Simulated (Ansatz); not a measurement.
lanthanum atom (La), doublet (typed; the unrestricted solution is spin-contaminated) (core potentials on La).

Ansatz (an electronic-structure program) was given this input:
Ansatz 0.2 input:
```yaml
crystal:
  periodic: [false, false, false]
  atoms:
    - {symbol: La, position_ang: [0.00000000, 0.00000000, 0.00000000]}
basis:
  gaussian:
    orbitals: def2-SVP
hamiltonian:
  xc: pbe
magnetization: {spin_polarized: true, initial_magnetization: 1}
```

**Question.** What does this run give for the number of basis functions, <S^2>?

**Answer.** 
The number of basis functions is 32 and the <S^2> comes out as 1.364.
